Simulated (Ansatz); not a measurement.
Ansatz (a quantum-chemistry and plane-wave program) input (wB97X-V/def2-TZVPD):

Ansatz 0.2 input:
```yaml
crystal:
  periodic: [false, false, false]
  atoms:
    - {symbol: Cu, position_ang: [0.00000000, 0.00000000, 0.00000000]}
    - {symbol: Cl, position_ang: [0.00000000, 0.00000000, 2.07967726]}
    - {symbol: Cl, position_ang: [-0.00000000, -0.00000000, -2.07967726]}
basis:
  gaussian:
    orbitals: def2-TZVPD
hamiltonian:
  xc: {name: wB97X-V}
magnetization: {spin_polarized: true, initial_magnetization: 1}
output: {forces: true}
```

Output:

```
Functional definition: wB97X-V
integrals: 0.11 GiB planned
1116 factors; their error is unknown
integrals: 0.14 GiB planned
189 factors; integrals over basis functions are off by at most 8.7e-5 eV
mean field: 1.25 GiB planned
mean field evaluation 1: about -69678.1126 eV, gradient 2.8e1 eV
mean field evaluation 2: about -69668.4514 eV, gradient 9.0e1 eV
mean field evaluation 4: about -69680.1393 eV, gradient 4.1e0 eV
mean field evaluation 8: about -69680.2413 eV, gradient 1.1e-1 eV
mean field evaluation 16: about -69680.3520 eV, gradient 1.2e-4 eV
mean field evaluation 32: about -69680.1197 eV, gradient 2.7e0 eV
mean field -69680.35203718 eV, -2560.7057063273 hartree, gradient 1.6e-6 eV, S^2 0.757381; 3 other end points of the search recorded, 0 dependent functions left out
the calculation of the forces begins
reference -69680.35203388 eV, -2560.7057062060 hartree; 32, 31 occupied and 108, 109 virtual orbitals, 1116 factors
Total energy: -69680.35203388 eV, -2560.7057062060 hartree
Atom 0 at     0.000000     0.000000     0.000000 Å, force     0.000000     0.000000    -0.000000 eV/Å
Atom 1 at     0.000000     0.000000     2.079677 Å, force     0.000000    -0.000000    -0.383404 eV/Å
Atom 2 at    -0.000000    -0.000000    -2.079677 Å, force     0.000000     0.000000     0.383404 eV/Å
Dipole moment:     0.000000    -0.000000    -0.000000 e Å
```

The spin state was set by rule; other spins were not relaxed.
